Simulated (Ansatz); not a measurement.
`NB[SeH]` + H₂ → `B[SeH]` + NH₃ at 700 K and 1 bar (hydrogenolysis of a B–N bond).

Isolated molecules relaxed with PBE0-D4/def2-TZVP in Ansatz; ΔE leaves out vibrations. CBS: MP2 limit from def2 TZ/QZ plus the TZ coupled-cluster correction, frozen cores. This one scheme is used for every species. For Se outer-core shells are correlated without core-valence functions, which leaves a few kJ/mol of doubt a bond. Scalar relativity is left out up to krypton. Each species was taken in one conformer, which may not be the lowest.

```json
{"species": "`NB[SeH]`", "CCSD(T)/CBS energy (Eh)": "-2482.67368", "H − E (kJ/mol)": "178.9", "S (J/(mol·K))": "366.8"}
{"species": "H₂", "CCSD(T)/CBS energy (Eh)": "-1.17544", "H − E (kJ/mol)": "46.8", "S (J/(mol·K))": "155.3"}
{"species": "`B[SeH]`", "CCSD(T)/CBS energy (Eh)": "-2427.30556", "H − E (kJ/mol)": "113.4", "S (J/(mol·K))": "312.4"}
{"species": "NH₃", "CCSD(T)/CBS energy (Eh)": "-56.50880", "H − E (kJ/mol)": "116.9", "S (J/(mol·K))": "226.5"}
```

H − E and S are ideal-gas, rigid-rotor, harmonic terms from PBE0-D4/def2-TZVP, for one conformer and one mirror image of each species. The MP2-based limit puts H₂ 0.8 mEh under its directly extrapolated value; such offsets cancel only in part. 1 Eh = 2625.50 kJ/mol, R = 8.31446 J/(mol·K).

Task: By hand: ΔE, ΔH, ΔS and ΔG.

Result: ΔE = (-2427.30556) + (-56.50880) − (-2482.67368) − (-1.17544) = 0.03476 Eh = 91.3 kJ/mol. Δ(H − E) = 113.4 + 116.9 − 178.9 − 46.8 = 4.6, so ΔH = 95.9 kJ/mol. ΔS = 312.4 + 226.5 − 366.8 − 155.3 = 16.8 J/(mol·K). ΔG = 95.9 − 700 × (16.8)/1000 = 84.1 kJ/mol.

Task: By hand: the equilibrium constant, and the temperature at which ΔG would vanish if ΔH and ΔS stayed fixed.

Result: log₁₀ K = −ΔG/(RT ln 10) = -6.3. ΔG = 0 at ΔH/ΔS = 5708 K, far beyond where these terms or the molecules hold.

ΔH outweighs TΔS. A doubt of 5 kJ/mol in ΔE shifts log₁₀ K by 0.4 here. Other conformers and mirror images would add mixing entropy, several J/(mol·K) or more a flexible species. These are equilibria of isolated gas molecules and say nothing of rates. Largest T1 diagnostic: 0.013 (customary marks: 0.02 for closed shells, 0.045 for open ones).
